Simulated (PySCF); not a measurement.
Bonds (- single, = double, # triple, : aromatic): C1=C2, C2-C3, C3=C4, C4-C5, C5-F6, C3-C7, C7=C8, C7-C9, C9-C10. C1 carries H11, H12; C2 carries H13; C4 carries H14; C5 carries H15, H16; C8 carries H17, H18; C9 carries H19, H20; C10 carries H21, H22, H23. Stereochemistry as in C=C/C(=C\CF)C(=C)CC. H12, H18 are cis to C3; H11, H17 are trans to C3.

[PySCF: NMR shieldings at PBE0/pcSseg-1/GIAO; structure optimised with GFN2-xTB; gas phase; non-relativistic; rapidly exchanging positions averaged; single conformer]

References, each an isolated molecule treated in the same way: $^{13}$C (σ = 186.93 ppm) vs TMS.

Question: Do the $^{13}$C shifts follow the atomic charges (in e)? Tabulate both.

Answer: 
```csv
atoms,hybridisation,δ (ppm),σ para (ppm),Hirshfeld,IAO,Mulliken,ESP-fitted
C7,sp2,157.6,-232,+0.02,+0.02,-0.37,-0.02
C3,sp2,146.6,-222,+0.00,-0.01,-0.18,-0.14
C2,sp2,140.3,-208,-0.04,-0.15,-0.16,+0.09
C4,sp2,135.2,-200,-0.05,-0.17,-0.16,-0.05
C1,sp2,126.6,-197,-0.09,-0.30,-0.09,-0.54
C8,sp2,121.1,-187,-0.11,-0.33,-0.03,-0.55
C5,sp3,85.3,-143,+0.03,+0.04,+0.25,+0.08
C9,sp3,39.4,-100,-0.07,-0.25,-0.13,+0.12
C10,sp3,16.3,-78,-0.12,-0.41,-0.27,-0.28
```

Correlation coefficients of δ with charge over these carbons: Hirshfeld +0.46, IAO +0.53, Mulliken -0.13, ESP-fitted -0.08; with the paramagnetic shielding -1.00. Among the 6 sp2 carbons alone: Hirshfeld +0.98, IAO +0.98, Mulliken -0.95, ESP-fitted +0.76. With so few points, grouped by hybridisation, these coefficients are fragile. Charge is one influence among several: hybridisation and low-lying excitations act through the paramagnetic term.

Shifts are as computed. Against solution values, carbons near 30 ppm lie about +3 ppm off and those near 130 ppm about +5 ppm. Of 1309 compounds with measured shifts, 239 miss one by over three times the rms of a fit or turn the order of signals round; such compounds aren't used in these exercises.
